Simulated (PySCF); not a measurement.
## Shapes and spin states of FPtN

Method: PBE0/[Pt def2-TZVP with ECP60, N def2-TZVP, F def2-TZVP], scalar-relativistic core potentials, density fitting, no spin–orbit coupling, PySCF.

Relaxations began from a few typed shapes and spin states; open shells are unrestricted. The search is not exhaustive: other isomers or separated fragments can lie lower, and high-lying points may rest on an excited occupation.

(1) Order these stationary points by electronic energy, lowest first, in kJ/mol from the lowest minimum.
A. quintet C∞v: Pt–F 1.963 Å, Pt–N 1.830 Å; F–Pt–N 180.0°
B. quintet Cs: Pt–F 1.944 Å, Pt–N 1.852 Å; F–Pt–N 154.5°
C. singlet C∞v: Pt–F 1.852 Å, Pt–N 1.645 Å; F–Pt–N 180.0°
D. triplet Cs: Pt–F 1.911 Å, Pt–N 1.686 Å; F–Pt–N 158.9°

(2) Which of them are minima?

Answers

(1) C (0.0), D (84.3), B (235.6), A (241.6).

(2) By energy in kJ/mol, 0.0: minimum; 84.3: minimum; 235.6: minimum; 241.6: saddle point, 2 imaginary modes.

Formally Pt is in oxidation state +4, d6, with 0 unpaired electrons (the high-spin count would be 4). The polar-tensor charge on Pt, 0.73, is far below the formal one.

For the lowest minimum: spin–orbit coupling, left out here, can matter for elements this heavy.

The electron or spin density has lower symmetry than the nuclear frame for the quintet C∞v at 241.6 kJ/mol.
